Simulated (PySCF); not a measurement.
**Working out the ionisation energy of W**

W [Xe] 4f14 5d4 6s2 (5D) → W⁺ [Xe] 4f14 5d4 6s1 (6D). Calculation: PySCF 2.14, in x2c-TZVPPall with one added diffuse shell each of s, p, d, f type (12s8p8d4f1g, 113 functions); the spin-free X2C one-electron Hamiltonian (Gaussian nucleus). Frozen: [Xe] 4f14. Energies in hartree (1 hartree = 27.21139 eV):

| part | W (lower) | W⁺ (upper) |
| --- | --- | --- |
| UHF | -16138.216141 | -16137.998665 |
| MP2 opposite-spin | -0.047044 | -0.014424 |
| MP2 same-spin | -0.045001 | -0.045727 |

What does Hartree-Fock give?

(-16137.998665) − (-16138.216141) = 0.217476 hartree = 5.918 eV.

What do MP2 and SCS-MP2 (6/5 opposite-spin, 1/3 same-spin) give?

The opposite-spin parts differ by 0.888 eV and the same-spin parts by -0.020 eV. MP2: 5.918 + (0.888) + (-0.020) = 6.786 eV. SCS-MP2: 5.918 + 1.2 × (0.888) + (-0.020)/3 = 6.977 eV.

Measured between the centres of the two terms (NIST): 7.825 eV, so MP2 (valence) is off by -1.039 eV.

What remains against the reference includes basis incompleteness, the frozen core and correlation beyond second order.
